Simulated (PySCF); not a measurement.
```xyz
15

Ti    -0.8408    -0.2532    -0.0699
C      0.8465    -0.4860    -1.2386
H      0.9401     0.3876    -1.9214
H      0.7167    -1.4132    -1.8425
H      1.7711    -0.5720    -0.6286
C     -2.5056    -0.0984    -1.2650
H     -3.2562    -0.8674    -0.9752
H     -2.2257    -0.2352    -2.3335
H     -2.9486     0.9147    -1.1304
C     -0.9392    -1.9674     1.0790
H     -1.0918    -2.8273     0.3872
H     -1.8033    -1.8980     1.7762
H     -0.0088    -2.1312     1.6644
S     -0.5590     1.5766     1.3009
H      0.5109     0.9025     1.8236
```

Charge 0, multiplicity 1.

**Question.** Give the Mulliken and meta-Löwdin atomic charges from PySCF 2.14.0 with TPSSh-D3(BJ)/def2-TZVP // BP86-D3(BJ)/def2-SVP.

**Answer.** 
```csv
atom,Mulliken (e),meta-Löwdin (e)
Ti1,1.01,1.23
C2,-0.66,-0.65
H3,0.14,0.12
H4,0.13,0.11
H5,0.14,0.12
C6,-0.67,-0.65
H7,0.14,0.12
H8,0.14,0.12
H9,0.15,0.12
C10,-0.66,-0.65
H11,0.14,0.11
H12,0.14,0.12
H13,0.14,0.12
S14,-0.45,-0.44
H15,0.18,0.10
```
